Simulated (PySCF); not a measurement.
## Electron correlation in Sc (scandium, neutral)

[Ar] 3d3, high-spin 4F determinant (an excited configuration). Calculation: PySCF 2.14, in aug-cc-pVTZ; the non-relativistic Hamiltonian (point nucleus). Frozen: [Ar]; 3 electrons correlated.

```
  level  correlation energy (mhartree)
   CCSD                         -41.77
    (T)                          -2.42
CCSD(T)                         -44.19
```

Diagnostics: T1 = 0.055, D1 = 0.0773, largest double amplitude 0.073.

T1 exceeds 0.03, a sign that the reference determinant is poor.

Cost of the coupled-cluster step: of the order of 13 core-seconds, for 3 correlated electrons.

Iterations:

```
CC2 = 0
CCSD nocc = (np.int64(3), np.int64(0)), nmo = (84, 84)
frozen orbitals [[0, 1, 2, 3, 4, 5, 6, 7, 8], [0, 1, 2, 3, 4, 5, 6, 7, 8]]
max_cycle = 100
direct = 0
conv_tol = 1e-08
conv_tol_normt = 1e-06
diis_space = 8
diis_start_cycle = 0
Init t2, MP2 energy = -0.0294666236521195
Init E_corr(UCCSD) = -0.0294666236560246
cycle = 1  E_corr(UCCSD) = -0.0363204768609221  dE = -0.0068538532  norm(t1,t2) = 0.0686841
cycle = 2  E_corr(UCCSD) = -0.0387050469277075  dE = -0.00238457007  norm(t1,t2) = 0.0389487
cycle = 3  E_corr(UCCSD) = -0.0412158507683166  dE = -0.00251080384  norm(t1,t2) = 0.0274414
cycle = 4  E_corr(UCCSD) = -0.0414291503645777  dE = -0.000213299596  norm(t1,t2) = 0.0106576
cycle = 5  E_corr(UCCSD) = -0.0414482787297348  dE = -1.91283652e-05  norm(t1,t2) = 0.00747338
cycle = 6  E_corr(UCCSD) = -0.041725100839988  dE = -0.00027682211  norm(t1,t2) = 0.00352628
cycle = 7  E_corr(UCCSD) = -0.0417415902873426  dE = -1.64894474e-05  norm(t1,t2) = 0.00189222
cycle = 8  E_corr(UCCSD) = -0.0417406358069872  dE = 9.54480355e-07  norm(t1,t2) = 0.00117465
cycle = 9  E_corr(UCCSD) = -0.0417664786700283  dE = -2.5842863e-05  norm(t1,t2) = 0.000560911
cycle = 10  E_corr(UCCSD) = -0.0417683210209168  dE = -1.84235089e-06  norm(t1,t2) = 0.000295874
cycle = 11  E_corr(UCCSD) = -0.041770838913395  dE = -2.51789248e-06  norm(t1,t2) = 0.000206101
cycle = 12  E_corr(UCCSD) = -0.0417669005700242  dE = 3.93834337e-06  norm(t1,t2) = 8.65808e-05
cycle = 13  E_corr(UCCSD) = -0.0417669403452913  dE = -3.97752672e-08  norm(t1,t2) = 2.16421e-05
cycle = 14  E_corr(UCCSD) = -0.0417671351285566  dE = -1.94783265e-07  norm(t1,t2) = 6.59311e-06
cycle = 15  E_corr(UCCSD) = -0.041767136604623  dE = -1.47606641e-09  norm(t1,t2) = 3.94809e-06
cycle = 16  E_corr(UCCSD) = -0.0417670761658014  dE = 6.04388216e-08  norm(t1,t2) = 2.11409e-06
cycle = 17  E_corr(UCCSD) = -0.0417670375672055  dE = 3.85985959e-08  norm(t1,t2) = 9.61649e-07
cycle = 18  E_corr(UCCSD) = -0.0417670276747976  dE = 9.89240785e-09  norm(t1,t2) = 5.39221e-07
UCCSD converged
E(UCCSD) = -759.616372442356  E_corr = -0.04176702767479765
UCCSD(T) correction = -0.00241851950230947
```
